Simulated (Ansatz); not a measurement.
A run for Ansatz (a program for electronic structure): R-r2SCAN/def2-TZVPP on aminoborane (SMILES BN), atoms moved off the minimum.

Ansatz 0.2 input:
```yaml
crystal:
  periodic: [false, false, false]
  atoms:
    - {symbol: B, position_ang: [-0.76039872, 0.14385173, 0.00570250]}
    - {symbol: N, position_ang: [0.65142261, -0.09861668, -0.09608714]}
    - {symbol: H, position_ang: [-1.40202490, -0.91168455, -0.01685885]}
    - {symbol: H, position_ang: [-1.28526718, 1.30076641, 0.00529507]}
    - {symbol: H, position_ang: [1.23687056, 0.77120650, -0.04808044]}
    - {symbol: H, position_ang: [1.15388250, -0.86950217, 0.11440200]}
basis:
  gaussian:
    orbitals: def2-TZVPP
hamiltonian:
  xc: {name: r2SCAN}
scf: {lower_state_search: off}
output: {forces: true}
```

Program output:

```
WARN ansatz: RAYON_NUM_THREADS=1 ignored (pool sized by the plan → 1); use --threads N
Functional definition: r2SCAN
these checks for a lower state are left out or cut short: stability, starts, cluster_reference, orbital_swaps, neighbouring_geometries, increment
integrals: 0.02 GiB planned
560 factors; their error is unknown
mean field: 0.28 GiB planned
mean field evaluation 1: about -2224.4668 eV, gradient 6.0e1 eV
mean field evaluation 2: about -2208.3963 eV, gradient 9.6e1 eV
mean field evaluation 4: about -2231.3224 eV, gradient 5.0e0 eV
mean field evaluation 8: about -2231.3846 eV, gradient 4.0e-2 eV
mean field evaluation 16: about -2231.3846 eV, gradient 1.1e-4 eV
mean field -2231.38464839 eV, -82.0018733414 hartree, gradient 3.6e-6 eV, S^2 0.000000; 0 other end points of the search recorded, 0 dependent functions left out
the calculation of the forces begins
reference -2231.38465923 eV, -82.0018737398 hartree; 8, 8 occupied and 110, 110 virtual orbitals, 560 factors
Total energy: -2231.38465923 eV, -82.0018737398 hartree
Atom 0 at    -0.760399     0.143852     0.005703 Å, force     0.552240    -0.925074    -0.455852 eV/Å
Atom 1 at     0.651423    -0.098617    -0.096087 Å, force    -2.289899     5.942377    -0.156841 eV/Å
Atom 2 at    -1.402025    -0.911685    -0.016859 Å, force     0.014722     0.890406     0.237653 eV/Å
Atom 3 at    -1.285267     1.300766     0.005295 Å, force     0.865328    -1.369989    -0.035091 eV/Å
Atom 4 at     1.236871     0.771207    -0.048080 Å, force    -0.573065    -1.438202    -0.131004 eV/Å
Atom 5 at     1.153882    -0.869502     0.114402 Å, force     1.430673    -3.099518     0.541136 eV/Å
Dipole moment:     0.389053     0.004237     0.081182 e Å
Checks for a lower state left out: stability, starts, cluster_reference, orbital_swaps, neighbouring_geometries, increment
```

The calculation finished and met its thresholds.

Cost: roughly 1.8 core-seconds.
